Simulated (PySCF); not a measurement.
Ligand exchange on a metal centre used in film growth or etching (Hf NH2-H). Isolated molecules, 0 K electronic values unless said otherwise. One relaxed conformer stands for each flexible species; it need not be the lowest.

Level of theory: B3LYP-D3(BJ)/def2-TZVP // r2SCAN-D4/def2-SVP run with PySCF. B3LYP has the VWN-RPA correlation part, as in Gaussian. 

```tsv
species	HOMO (eV)	coordination number
1 of 4 NH2 replaced by H ([Hf(NH2)3(H)])	-6.89	4
2 of 4 NH2 replaced by H	-7.24	4
3 of 4 NH2 replaced by H ([Hf(NH2)(H)3])	-7.65	4
4 of 4 NH2 replaced by H	-8.27	4
```
